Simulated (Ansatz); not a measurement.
C3H7Al can be A, `C/C=[CH]/[AlH2]`, or B, `C[CH]1[CH2][AlH]1`.

Computed with Ansatz on PBE0-D4/def2-TZVP structures; ΔE is electronic, products minus reactants. CBS: MP2 limit from def2 TZ/QZ plus the TZ coupled-cluster correction, frozen cores. DFT in def2-TZVPP. B3LYP here is the variant with VWN-RPA as its local correlation; programs differ in this.

A:

```xyz
11

C     1.811   -0.591   -0.005
C     0.342   -0.396   -0.162
C    -0.374    0.642    0.292
Al   -2.277    0.702   -0.017
H     2.296   -0.679   -0.983
H     2.023   -1.523    0.529
H     2.270    0.235    0.540
H    -0.171   -1.195   -0.703
H     0.181    1.415    0.828
H    -2.919   -0.512   -0.819
H    -3.182    1.902    0.499
```

B:

Z-matrix (Å, degrees):
```
C
C 1 1.509
H 1 1.093 2 111.5
H 1 1.095 2 111.8 3 119.8
H 1 1.098 2 111.5 3 -120.5
C 2 1.582 1 117.1 3 -172.0
Al 2 1.915 1 130.3 3 -92.5
H 2 1.094 1 111.4 3 59.7
H 6 1.089 2 116.4 1 -114.6
H 6 1.092 2 112.7 1 13.8
H 7 1.576 2 157.0 1 72.9
```

Question: Which is lower in electronic energy at CCSD(T)/CBS, and by how much? (Estimate.)

Answer: Ansatz gave: A, by 97.5 kJ/mol.

Question: Give E(B) − E(A) in kJ/mol with HF/def2-TZVPP, B3LYP-D4, PBE-D4, r2SCAN-D4, MP2/def2-TZVPP, CCSD(T)/def2-SVP, LDA (SPW92). (Best estimate.)

Answer: The calculation gave: HF/def2-TZVPP 138.9, B3LYP-D4 106.4, PBE-D4 82.5, r2SCAN-D4 89.2, MP2/def2-TZVPP 90.4, CCSD(T)/def2-SVP 105.0, LDA (SPW92) 64.0. None reverses the order clearly.

Question: Does the order hold for the free energy at 298.15 K (harmonic terms from PBE0-D4)? (Estimate.)

Answer: The calculation gave: Yes: G(B) − G(A) = +107.4 kJ/mol.

Largest T1 diagnostic: 0.011.

In def2-TZVPP, CCSD(T) changes the Hartree–Fock value by −39.5 kJ/mol (the triples alone add −2.6 kJ/mol) and MP2 by −48.5 kJ/mol. At CCSD(T), def2-SVP lies +7.5 kJ/mol from the extrapolated value and def2-TZVPP +1.9 kJ/mol.
